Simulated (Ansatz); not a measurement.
## Relaxing a trial structure of CH3FSiZn

The starting geometry of this gas-phase singlet was optimised with GFN2-xTB.

```xyz
7

C    -2.1385    0.8041   -0.0260
F    -4.6915    1.5712   -0.2398
Si   -3.8379    0.1706   -0.4359
Zn   -2.5365   -0.2250    1.6776
H    -1.3242    0.3310   -0.5678
H    -1.9959    1.8811   -0.0130
H    -3.1097   -1.1595    2.7423
```

Where would you expect an optimisation with B3LYP-D3(BJ)/def2-SVP to take it?

A bond breaks, leaving `F[Si][CH2][ZnH]`. Contacts that open: Si3–Zn4 (2.51 → 3.18 Å).

The energy falls by 0.55 eV over 9 steps:

| step | E − E(last) (eV) |
| --- | --- |
| 1 | 0.546 |
| 2 | 0.267 |
| 3 | 0.122 |
| 4 | 0.037 |
| 5 | 0.035 |
| 6 | 0.002 |
| 7 | 0.000 |
| 8 | 0.000 |
| 9 | 0.000 |

Final geometry (Å):

```xyz
7

C    -2.3159    0.6596   -0.0027
F    -4.7776    1.6665   -0.3828
Si   -3.8261    0.5050   -1.0798
Zn   -2.5352   -0.3161    1.7024
H    -1.4202    0.2176   -0.4763
H    -2.1080    1.6969    0.3236
H    -2.6512   -1.0560    3.0531
```

Frequencies at the end are all real (lowest 60 cm⁻¹). Run with Ansatz 0.2.0, 6.6 s on 2 threads of AMD EPYC 9B45 (Zen 5) (shared host).
